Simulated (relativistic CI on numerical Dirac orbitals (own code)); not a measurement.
Tc6+: 4p photoemission

Computed with this model: Dirac-Coulomb-Breit CI, orbitals from a KLI potential per configuration, model QED, multiplet model of photoemission in the sudden approximation, unscaled Slater integrals; configurations [Kr] 4d → [Ar] 3d10 4s2 4p5 4d; 300 K; Lorentzian 1.2 eV and Gaussian 0.6 eV FWHM. Energies are those of the free ion, without screening or charge transfer. The energies are binding energies and can lie tens of eV above those of solids. S is read from ⟨S²⟩ = S(S + 1).

Field parameters in Wybourne normalisation: D4h B²₀ = −7Ds, B⁴₀ = 21(Dq − Dt), B⁴₄ = 21√(5/14) Dq. The field is a parameter set, without covalency.

Computed curve for D4h, 10Dq = 37450, Ds = -1500, Dt = -280 cm⁻¹, scaled to 100 at the maximum (points under 2 are left out and the grid is thinned):

(Energy (eV), Intensity): (123.8, 2.1), (124.4, 2.5), (125.0, 3.1), (125.4, 3.6), (126.0, 4.5), (126.6, 6.1), (127.2, 8.6), (127.6, 11.5), (128.2, 19.9), (128.8, 41.0), (129.4, 74.7), (129.8, 88.2), (130.4, 99.4), (131.0, 96.2), (131.6, 88.8), (132.2, 72.5), (132.6, 60.1), (133.2, 43.5), (133.8, 53.2), (134.4, 78.1), (134.8, 78.4), (135.4, 58.4), (136.0, 39.7), (136.6, 27.0), (137.0, 24.4), (137.6, 20.3), (138.2, 13.9), (138.8, 9.7), (139.4, 8.8), (139.8, 7.4), (140.4, 5.0), (141.0, 3.4), (141.6, 2.5), (142.0, 2.1), (149.0, 2.9), (149.6, 6.2), (150.2, 11.6), (150.6, 10.7), (151.2, 5.1), (151.8, 2.4)

The ground state has S = 0.50, and the centroid lies at 133.13 eV.
